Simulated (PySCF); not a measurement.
NiCl⁻: from constants to spectrum

UHF-SCS-MP2 constants of NiCl⁻, ³Π (triplet), unpaired electrons σ ↑, π ↑ (PySCF, no relativity, basis sets Ni def2-TZVPPD, Cl def2-TZVPPD; masses 57.9353 and 34.9689 u):

- ωe: 294.9 cm⁻¹
- ωexe: 2.18 cm⁻¹
- Be: 0.15894 cm⁻¹
- αe: 0.00149 cm⁻¹

Problem. What force constant and bond length do these constants imply?

Solution. Reduced mass μred = 21.807 u; k = 5.8918×10⁻⁷·μred·ωe² (u, cm⁻¹, mdyn/Å) = 1.12 mdyn/Å; Re = √(16.8576/(μred·Be)) (u, cm⁻¹, Å) = 2.205 Å.

Problem. Estimate the centrifugal constant D from the Kratzer relation and find the Dunham coefficient a1.

Solution. D = 4Be³/ωe² = 1.85e-07 cm⁻¹; a1 = −1 − αeωe/(6Be²) = -3.90.

Correlated steps freeze 10 core orbitals. The state is the lowest single determinant that the PBE0 search found; with open d or f shells the true ground state can be another one.
